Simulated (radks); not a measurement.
Exchange energies: the exact (Fock) value of the Kohn-Sham orbitals and density-functional approximations, as 100 (|E| - |E exact|)/|E exact|, negative where the magnitude is too small. Species: As [Ar] 3d10 4s2 4p3; O4+ [He] 2s2; Ar3+ [Ne] 3s2 3p3; Ne [Ne]. Method: non-relativistic Kohn-Sham, exchange-only LDA, spin-polarised, spherical densities, point nucleus; computed with a radial shooting solver on a logarithmic mesh with Libxc functionals. Every spin shell is full or empty, so the densities are truly spherical. Functionals are evaluated on that one density, not self-consistently.

| functional | As | O4+ | Ar3+ | Ne |
|---|---|---|---|---|
| exact (hartree) | -81.2572 | -5.91337 | -28.9482 | -11.9739 |
| LDA | -5.59 | -12.68 | -7.77 | -8.66 |
| revPBE | -0.07 | +0.27 | -0.14 | +0.49 |
| PW91 | +0.16 | -0.60 | -0.12 | +0.32 |
| PW86 | +0.23 | +0.76 | +0.45 | +1.20 |
| OPTX | +0.93 | -0.01 | +0.10 | +0.34 |
| WC | -0.86 | -2.97 | -1.55 | -1.39 |
| SOGGA | -2.48 | -5.35 | -3.46 | -3.49 |
| APBE | +0.60 | +0.64 | +0.57 | +1.19 |
| TPSS | +0.07 | +0.52 | +0.19 | +0.83 |
| revTPSS | -0.65 | +0.31 | -0.51 | +0.26 |
| r2SCAN | +0.08 | -0.44 | 0.00 | +0.45 |
| Tao-Mo | -0.51 | +0.69 | -0.19 | +0.60 |
| MVS | +0.12 | -0.63 | -0.24 | +0.23 |
